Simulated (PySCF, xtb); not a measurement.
CH₆AlBO₄, SMILES OB(O)[CH2][Al]([OH])[OH]. Other conformers were not sampled.

Harmonic wavenumbers (cm⁻¹) from xtb 6.7.1 with GFN2-xTB at its own minimum, in rising order: 24, 30, 84, 149, 189, 236, 291, 300, 354, 397, 417, 431, 474, 554, 592, 624, 642, 775, 803, 920, 945, 966, 974, 1024, 1243, 1290, 1419, 2933, 2989, 3611, 3641, 3763, 3793.

### Question
What does PBE0-D3(BJ)/def2-SVP run with PySCF give at its own minimum? (The exact figures need the calculation; the answer reports its results.)

### Answer
46, 77, 162, 206, 241, 262, 330, 336, 384, 447, 514, 528, 596, 645, 673, 692, 756, 792, 828, 918, 953, 1016, 1044, 1179, 1351, 1396, 1468, 3052, 3168, 3677, 3885, 3977, 3994. Paired by order, the mean absolute difference is 82 cm⁻¹ and the zero-point energies are 52.7 and 56.6 kcal/mol.
